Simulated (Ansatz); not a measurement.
A run for Ansatz (an electronic-structure program): R-SVWN5/def2-TZVPP on ClFH4OSi2 (SMILES F[SiH](Cl)O[SiH3]).

Ansatz 0.2 input:
```yaml
crystal:
  periodic: [false, false, false]
  atoms:
    - {symbol: Si, position_ang: [1.38038973, -0.67055910, 0.22437790]}
    - {symbol: O, position_ang: [-0.20568208, -0.41920121, 0.24865646]}
    - {symbol: Si, position_ang: [-1.49943776, 0.52403089, -0.15612800]}
    - {symbol: F, position_ang: [1.77976070, -1.42662585, -1.11619826]}
    - {symbol: Cl, position_ang: [2.38433573, 1.11370698, 0.23964336]}
    - {symbol: H, position_ang: [1.79183685, -1.48968244, 1.36174798]}
    - {symbol: H, position_ang: [-2.67801043, -0.02089486, 0.54609159]}
    - {symbol: H, position_ang: [-1.70739196, 0.47322100, -1.61850005]}
    - {symbol: H, position_ang: [-1.24570076, 1.91600460, 0.27040902]}
basis:
  gaussian:
    orbitals: def2-TZVPP
hamiltonian:
  xc: {name: SVWN5}
scf: {lower_state_search: off}
```

The log:

```
WARN ansatz: RAYON_NUM_THREADS=4 ignored (pool sized by the plan → 4); use --threads N
Functional definition: SVWN5
these checks for a lower state are left out or cut short: stability, starts, cluster_reference, orbital_swaps, neighbouring_geometries, increment
integrals: 0.21 GiB planned
1413 factors; their error is unknown
mean field: 1.21 GiB planned
mean field evaluation 1: about -32972.6123 eV, gradient 6.9e1 eV
mean field evaluation 2: about -32935.0343 eV, gradient 1.5e2 eV
mean field evaluation 4: about -32980.0149 eV, gradient 1.3e1 eV
mean field evaluation 8: about -32980.2602 eV, gradient 2.2e-1 eV
mean field evaluation 16: about -32980.2204 eV, gradient 9.7e-5 eV
mean field -32980.22038912 eV, -1212.0007445040 hartree, gradient 4.9e-6 eV, S^2 0.000000; 0 other end points of the search recorded, 0 dependent functions left out
reference -32980.22043151 eV, -1212.0007460616 hartree; 33, 33 occupied and 211, 211 virtual orbitals, 1413 factors
Total energy: -32980.22043151 eV, -1212.0007460616 hartree
Checks for a lower state left out: stability, starts, cluster_reference, orbital_swaps, neighbouring_geometries, increment
```

The calculation finished and met its thresholds.

Cost: about 2.5 core-seconds (a rough figure).
